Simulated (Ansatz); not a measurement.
`C=[CH][Zn][CH]=C` + CH₄ → `C=[CH][Zn][CH3]` + `C=C` at 298.15 K and 1 bar (formal exchange of groups at a Zn–C bond).

Calculated with Ansatz (gas phase, PBE0-D4/def2-TZVP geometries, no zero-point term in ΔE). CCSD(T)/CBS adds triple-zeta CCSD(T) − MP2 to the extrapolated MP2 energy (def2 sets, frozen cores). This one scheme is used for every species. For Zn outer-core shells are correlated without core-valence functions, which leaves a few kJ/mol of doubt a bond. Scalar relativity is left out up to krypton. Each species was taken in one conformer, which may not be the lowest.

```
           species  CCSD(T)/CBS energy (Eh)  H − E (kJ/mol)  S (J/(mol·K))
`C=[CH][Zn][CH]=C`              -1934.13426           239.6          359.3
               CH₄                -40.46206           127.4          186.2
 `C=[CH][Zn][CH3]`              -1896.11290           221.2          344.3
             `C=C`                -78.48111           144.6          218.9
```

H − E and S are ideal-gas, rigid-rotor, harmonic terms from PBE0-D4/def2-TZVP, for one conformer and one mirror image of each species. 1 Eh = 2625.50 kJ/mol, R = 8.31446 J/(mol·K).

Question: By hand: ΔE, ΔH, ΔS and ΔG.

Answer: ΔE = (-1896.11290) + (-78.48111) − (-1934.13426) − (-40.46206) = 0.00231 Eh = 6.1 kJ/mol. Δ(H − E) = 221.2 + 144.6 − 239.6 − 127.4 = -1.2, so ΔH = 4.9 kJ/mol. ΔS = 344.3 + 218.9 − 359.3 − 186.2 = 17.7 J/(mol·K). ΔG = 4.9 − 298.15 × (17.7)/1000 = -0.4 kJ/mol.

Question: By hand: the equilibrium constant, and the temperature at which ΔG would vanish if ΔH and ΔS stayed fixed.

Answer: log₁₀ K = −ΔG/(RT ln 10) = 0.1. ΔG = 0 at ΔH/ΔS = 277 K, though so small a ΔH makes that figure unsure.

TΔS isn't small against ΔH here. The sign of ΔG lies within the doubt. A doubt of 5 kJ/mol in ΔE shifts log₁₀ K by 0.9 here. Other conformers and mirror images would add mixing entropy, several J/(mol·K) or more a flexible species. Modes under 60 cm⁻¹, often nearly free rotors, make the harmonic entropy too high. These are equilibria of isolated gas molecules and say nothing of rates. Largest T1 diagnostic: 0.014 (customary marks: 0.02 for closed shells, 0.045 for open ones).
